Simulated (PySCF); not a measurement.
Work out the structure from these simulated measurements.

Elements present: B, C, F and H. Monoisotopic mass: 126.1016 u.

| Quantity | Value |
| --- | --- |
| 13C NMR | chemical shifts (computed TMS as zero) by class: 157.4 (1 C), 125.7 (1 C), 37.6 (1 C), 34.1 (1 C), 32.4 (1 C), 30.3 (1 C), 25.4 (1 C) ppm [GIAO PBE0/pcSseg-1] |
| Dipole | 1.77 D [PBE0/def2-SVPD] |
| NMR, other nuclei | isotropic shieldings of nuclei other than C and H, by class: 14 (1 B), 306 (1 F) ppm [GIAO PBE0/pcSseg-1] |
| Triplet | lowest triplet excitation (Tamm–Dancoff): 4.37 eV [TDA PBE0/def2-SVPD] |
| Polarisability | 95.5 au [PBE0/def2-SVPD] |
| UV, strongest line | among the 10 lowest singlet transitions: S6 at 7.27 eV (171 nm, f = 0.284) [TDDFT PBE0/def2-SVPD] |
| Rotational structure | rotational constants A, B, C: 3.958, 0.792, 0.692 GHz [PBE0-D3(BJ)/def2-SVP] |

Gas-phase values; electronic properties from PySCF, density fitting. Levels stand in brackets. Geometry: PBE0-D3(BJ)/def2-SVP, one conformer, isolated molecule. NMR values are class means; diastereotopic atoms form classes of their own.

Task: Which formula fits the mass and the elements?

Result: C7H12BF (calculated 126.1016). No other formula that holds each of these elements comes within 0.0003 u with a fitting electron parity and a possible valence count.

Task: Give a SMILES that accounts for the data.

Result: Numbering: `[F:1]/[CH:2]=[CH:3]/[C@@H:4]1[CH2:5][BH:6][CH2:7][CH2:8][CH2:9]1`. 7 carbons fall into 7 classes; from least to most shielded: vinylic C–F carbon [C2] (157.4 ppm), alkene CH carbon [C3] (125.7 ppm), ring CH2 carbon [C9] (37.6 ppm), allylic carbon [C4] (34.1 ppm), ring sp3 carbon bound to boron [C5] (32.4 ppm), ring sp3 carbon bound to boron [C7] (30.3 ppm), ring CH2 carbon [C8] (25.4 ppm). The other shieldings belong to: 14 ppm, three-coordinate boron [B6]; 306 ppm, vinyl fluorine [F1]. The optimised geometry has point group C1 and is an asymmetric top. Structure: `F/C=C/[C@@H]1CBCCC1`. Computed isomers that give other values at the same levels: `C/C(=C\F)[C@@H]1BCCC1` (13C chemical shifts (computed TMS as zero) by class: 151.0 (1 C), 126.5 (1 C), 54.2 (1 C), 36.3 (1 C), 34.3 (1 C), 28.6 (1 C), 14.0 (1 C) ppm); `C/C(=C/F)[C@H]1BCCC1` (13C chemical shifts (computed TMS as zero) by class: 149.6 (1 C), 126.8 (1 C), 51.4 (1 C), 35.8 (1 C), 33.1 (1 C), 28.7 (1 C), 18.1 (1 C) ppm); `B[C@@H]1CCC=C[C@@]1(C)F` (13C chemical shifts (computed TMS as zero) by class: 142.3 (1 C), 137.0 (1 C), 91.8 (1 C), 57.2 (1 C), 29.5 (1 C), 28.5 (1 C), 27.7 (1 C) ppm). The assignments are read from this structure; whether some other isomer fits the data as well wasn't checked. The mirror image fits equally.
